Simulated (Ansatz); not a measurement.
ErCl₃. Total charge 0; quartet. Geometry r2SCAN-D4/def2-SVP.

```xyz
4

Er    0.009   -0.001    0.000
Cl    0.186   -0.584   -2.332
Cl   -0.273    2.304    0.645
Cl    0.078   -1.719    1.688
```

In the def2 sets Er takes a core potential; there is no spin–orbit coupling. LC-ωPBE has ω = 0.4 bohr⁻¹. With an open 4f shell the SCF may have ended on a state above the lowest.

Estimate the α-spin orbital energies around the gap (eV) in Ansatz with PBE-D4/def2-SVP, PBE-D4/def2-TZVP, BLYP-D4/def2-TZVP, r2SCAN-D4/def2-TZVP, LC-ωPBE/def2-TZVP.


```
orbital  PBE-D4/def2-SVP  PBE-D4/def2-TZVP  BLYP-D4/def2-TZVP  r2SCAN-D4/def2-TZVP  LC-ωPBE/def2-TZVP
 HOMO−5            -7.98             -8.19              -8.02                -8.59             -12.44
 HOMO−4            -7.98             -8.19              -8.02                -8.59             -12.44
 HOMO−3            -7.84             -8.03              -7.86                -8.41             -12.27
 HOMO−2            -7.84             -8.03              -7.85                -8.40             -12.27
 HOMO−1            -7.84             -8.03              -7.85                -8.40             -12.26
   HOMO            -7.57             -7.79              -7.60                -8.12             -11.93
   LUMO            -3.26             -3.38              -3.45                -3.40              -0.76
 LUMO+1            -1.69             -1.91              -1.88                -2.15               0.96
 LUMO+2            -1.69             -1.91              -1.88                -2.15               0.97
 LUMO+3            -0.70             -0.95              -0.87                -1.05               1.01
 LUMO+4            -0.70             -0.95              -0.87                -1.05               1.64
 LUMO+5            -0.59             -0.69              -0.66                -0.34               1.64
 β HOMO            -7.64             -7.85              -7.69                -8.20             -12.02
 β LUMO            -6.52             -6.72              -6.45                -5.13              -2.75
```
